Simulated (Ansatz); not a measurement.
`N[SiH](Cl)[GeH2][F]` and `N[SiH2][SiH](N)Cl` differ in one atom or group.

Ansatz, PBE0-D4/def2-TZVP geometries, multiplicity 1. Each molecule was computed in one conformer, which needn't be the lowest.

Scalar relativity is left out up to krypton.

```tsv
property	`N[SiH](Cl)[GeH2][F]`
size of the dipole moment (ωB97M-V/def2-TZVPP) / D	2.17
LUMO energy (ωB97M-V/def2-TZVPP) / eV	1.25
HOMO energy (B3LYP/def2-TZVPP) / eV	-7.80
LUMO energy (B3LYP/def2-TZVPP) / eV	-0.79
size of the dipole moment (PBE/def2-TZVPP) / D	2.15
LUMO energy (PBE/def2-TZVPP) / eV	-1.44
```

What does the change do to each property? (Best estimate.)

Computed: 
```tsv
property	`N[SiH2][SiH](N)Cl`	shift
size of the dipole moment (ωB97M-V/def2-TZVPP) / D	1.80	-0.37
LUMO energy (ωB97M-V/def2-TZVPP) / eV	1.33	0.08
HOMO energy (B3LYP/def2-TZVPP) / eV	-7.10	0.70
LUMO energy (B3LYP/def2-TZVPP) / eV	-0.52	0.27
size of the dipole moment (PBE/def2-TZVPP) / D	1.86	-0.29
LUMO energy (PBE/def2-TZVPP) / eV	-1.15	0.29
```

With PBE0 the HOMO rises by 0.70 eV and the LUMO rises by 0.27 eV, so the gap narrows by about 0.43 eV. PBE moves the HOMO by 0.72 eV and ωB97M-V by 0.63 eV. Dipoles are sizes alone; their direction can turn.

B3LYP here is the variant with VWN-RPA as its local correlation; programs differ in this.
